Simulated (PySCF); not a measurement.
Method: TPSSh-D3(BJ)/def2-TZVP // BP86-D3(BJ)/def2-SVP (PySCF 2.14.0). Isolated molecules, 0 K electronic values unless said otherwise. 

Reference species: [Ti(Cl)3] (neutral, multiplicity 2).

| Quantity | Value |
|---|---|
| coordination number | 3 |
| highest occupied spin orbital | -6.62 eV |
| mean distance from the central atom to its bonded neighbours | 2.190 Å |
| charge on the central atom (Mulliken) | 1.06 e |

Changed species: [Hf(Cl)3] (M = Hf, multiplicity 2; the reference has M = Ti, multiplicity 2).

Q: Give the shifts of the coordination number, highest occupied spin orbital, mean distance from the central atom to its bonded neighbours and charge on the central atom (Mulliken).

A: the coordination number stays essentially unchanged; the highest occupied spin orbital rises by 0.99 eV, to -5.63 eV; the mean distance from the central atom to its bonded neighbours goes up by 0.153 Å, to 2.343 Å; the charge on the central atom (Mulliken) decreases by 0.03 e, to 1.03 e.
